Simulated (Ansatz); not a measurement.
A series at Al: from `[F][Al]([F])[F]`, ligands are replaced one by one, each step taking up HCl and setting free H–F; n counts the steps. Ansatz, PBE0-D4/def2-TZVP geometries.

```json
{"n": "0", "molecule": "`[F][Al]([F])[F]`", "HOMO energy, ωB97M-V/def2-TZVPP (eV)": "?"}
{"n": "1", "molecule": "`[F][Al]([F])[Cl]`", "HOMO energy, ωB97M-V/def2-TZVPP (eV)": "-12.25"}
{"n": "2", "molecule": "`[F][Al]([Cl])[Cl]`", "HOMO energy, ωB97M-V/def2-TZVPP (eV)": "-11.89"}
{"n": "3", "molecule": "`[Cl][Al]([Cl])[Cl]`", "HOMO energy, ωB97M-V/def2-TZVPP (eV)": "-11.62"}
```

Problem. By hand: fit a straight line y = ȳ + b (n − n̄) to the 3 given rows and predict n = 0.

Solution. n̄ = 2.000, ȳ = -11.920; Σ(n − n̄)(y − ȳ) = 0.630, Σ(n − n̄)² = 2.000, so b = 0.315 eV a step. Prediction: -11.920 + (0.315) × (-2.000) = -12.55 eV.

Problem. By hand: compare with the computed value, -14.26 eV, and give the steps along the whole series.

Solution. The line misses by -1.71 eV (computed minus predicted). Steps: 2.01, 0.36, 0.27 eV.

One step carries most of the change, so a line is a poor guide. The highest orbital can change its character along such a series. The miss is 64.8 % of the series' range.
